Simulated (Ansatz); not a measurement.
Two isomers of C2H6GeOS: A = `C[O][Ge][S]C`, B = `CC(=S)[O][GeH3]`.

Calculated with Ansatz (gas phase, PBE0-D4/def2-TZVP geometries, no zero-point term in ΔE). CCSD(T)/CBS adds triple-zeta CCSD(T) − MP2 to the extrapolated MP2 energy (def2 sets, frozen cores). Functionals use def2-TZVPP. B3LYP here is the variant with VWN-RPA as its local correlation; programs differ in this. For Ge outer-core shells are correlated without core-valence functions, which leaves a few kJ/mol of doubt a bond. Scalar relativity is left out up to krypton. Each species was taken in one conformer, which may not be the lowest.

Task: Which isomer does CCSD(T)/CBS put lower? Give the gap. (Best estimate.)

Result: Ansatz gave: A, by 107.4 kJ/mol.

Task: Give E(B) − E(A) in kJ/mol with B3LYP-D4, MP2/def2-TZVPP, B2PLYP, CCSD(T)/def2-SVP, r2SCAN-D4, HF/def2-TZVPP, BLYP-D4. (An estimate is asked.)

Result: Ansatz gave: B3LYP-D4 118.3, MP2/def2-TZVPP 91.5, B2PLYP 107.7, CCSD(T)/def2-SVP 81.3, r2SCAN-D4 99.6, HF/def2-TZVPP 94.0, BLYP-D4 123.9. None reverses the order clearly.

Task: Does the order hold for the free energy at 298.15 K (harmonic terms from PBE0-D4)? (Estimate.)

Result: Computed: Yes: G(B) − G(A) = +88.6 kJ/mol, for one conformer each. Modes under 60 cm⁻¹, often nearly free rotors, make the harmonic entropy too high.

Largest T1 diagnostic: 0.015.

At CCSD(T), def2-SVP lies −26.1 kJ/mol from the extrapolated value and def2-TZVPP −14.5 kJ/mol. From BLYP to BHLYP (50 % exact exchange), in def2-TZVPP and without D4, E(B) − E(A) moves by −14.1 kJ/mol.
